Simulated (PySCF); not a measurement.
The numbers are results of PBE-D3(BJ)/def2-TZVP // PBE0-D4/def2-SVP run with PySCF, not measurements. Gas-phase values, no solvent. One relaxed conformer stands for a flexible species; it need not be the lowest. Excitations are Tamm–Dancoff values on a coarser integration grid. The basis has no diffuse functions, so Rydberg states are missing or too high.

Reference species (SMILES): `C[O][Sn]([OH])([OH])[OH]` (neutral, multiplicity 1).

```yaml
brightest of the four lowest singlets (TDA): 4.69 eV
S1 excitation (TDA): 3.86 eV
LUMO: -2.77 eV
T1 excitation (TDA): 3.57 eV
```

After one change: the brightest of the four lowest singlets (TDA) rises by 0.43 eV; the S1 excitation (TDA) goes up by 0.88 eV; the LUMO decreases by 0.04 eV; the T1 excitation (TDA) goes up by 0.79 eV.

Task: Name the change that produced these shifts. The new species is one of these.
A) `[OH][Sn]([OH])([OH])[OH]`
B) `C[O][Sn]([OH])([OH])[O]C`
C) `C[O][Sn]([OH])([O]C)[O]C`

Result: A, `[OH][Sn]([OH])([OH])[OH]`
